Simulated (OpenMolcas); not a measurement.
**Levels of F2+ by method**

```
Program             : OpenMolcas
Basis               : ANO-RCC-VTZP [4s3p2d1f]
Scalar Hamiltonian  : DKH2, point nucleus
Active space        : 5 electrons in 4 orbitals (2s 2p)
State averaging     : 2S+1 = 4 odd, 1 root; 2S+1 = 2 odd, 8 roots; 2S+1 = 4 even, 3 roots; 2S+1 = 2 even, 9 roots
Spin-orbit coupling : state interaction with AMFI integrals over the reference wave functions, term energies averaged over their components
```

Methods on the same reference wave functions:
A. CASSCF
B. SS-CASPT2, IPEA 0.25 Eh, imaginary shift 0.1 Eh (closed shells correlated: 1s)
C. XMS-CASPT2, IPEA 0.25 Eh, imaginary shift 0.1 Eh (closed shells correlated: 1s)

Energies in cm⁻¹ above 2s² 2p³ ⁴S°_3/2, the measured ground level; measured values from Moore, Atomic Energy Levels, vol. I, NSRDS-NBS 35 (1971 reprint of NBS Circular 467, 1949).

| Level | A | B | C | Measured |
| --- | --- | --- | --- | --- |
| 2s² 2p³ ⁴S°_3/2 | 0.0 | 0.0 | 0.0 | 0.0 |
| 2s² 2p³ ²D°_3/2 | 37605 | 34960 | 34870 |  |
| 2s² 2p³ ²D°_5/2 | 37617 | 34970 | 34880 |  |
| 2s² 2p³ ²P°_3/2 | 51668 | 52230 | 52220 |  |
| 2s² 2p³ ²P°_1/2 | 51669 | 52240 | 52220 |  |
| 2s 2p⁴ ⁴P_5/2 | 153219 | 152780 | 151340 | 151898 |
| 2s 2p⁴ ⁴P_3/2 | 153530 | 153100 | 151650 | 152235 |
| 2s 2p⁴ ⁴P_1/2 | 153715 | 153280 | 151840 | 152410 |
| 2s 2p⁴ ²D_3/2 | 222677 | 212810 | 212090 | 210256 |
| 2s 2p⁴ ²D_5/2 | 222678 | 212810 | 212090 | 210240 |
| 2s 2p⁴ ²S_1/2 | 259374 | 251740 | 250850 | 248260 |
| 2s 2p⁴ ²P_3/2 | 286254 | 272800 | 270760 | 266559 |
| 2s 2p⁴ ²P_1/2 | 286624 | 273170 | 271140 | 266943 |

Deviations, from unrounded energies. A percentage is the sum of absolute deviations over the sum of measured energies, with the sign that they share, or ± where signs differ.

```tsv
Against measurement	Levels	A	B	C
mean absolute deviation (cm-1)	8	9900	3000	2000
other configurations (%)	8	+4.8	+1.4	±1.0
```

C lies closest to measurement on these levels and A furthest from it. The largest miss of C in the table is 2s 2p⁴ ²P_3/2, by +4200 cm-1. The ranking rests on the paired levels alone, and a cruder setting can come out closer through cancelling errors.

Between B and C the level of the table that moves most is 2s 2p⁴ ²P_3/2, by 2000 cm-1 (lowest in C, highest in B). Moves below CASPT2's spread within the term are not significant.

The mean deviations of B to C differ by less than CASPT2's widest spread within a term (1100 cm-1), so their order carries little weight.

From A to B the spin-free energies of the other terms of 2s² 2p³ shown, above ⁴S°, scale by factors of 0.93 to 1.01.

The lowest spin-free term lies below A's lowest term by 0.111 hartree in B, 0.111 hartree in C.

Term energies are means over components that CASPT2 splits; among the terms shown or strongly mixed into the levels shown the widest spread is 1100 cm-1 (2s 2p⁴ ²D, C). Measured partners are found by configuration, term and J. A level has none where our copy of the source lacks it or the pairing is in doubt (some pairs that miss far off the trend of their configuration count as doubtful), and it then counts in no deviation. Only configurations of the active space appear.

° marks odd parity.
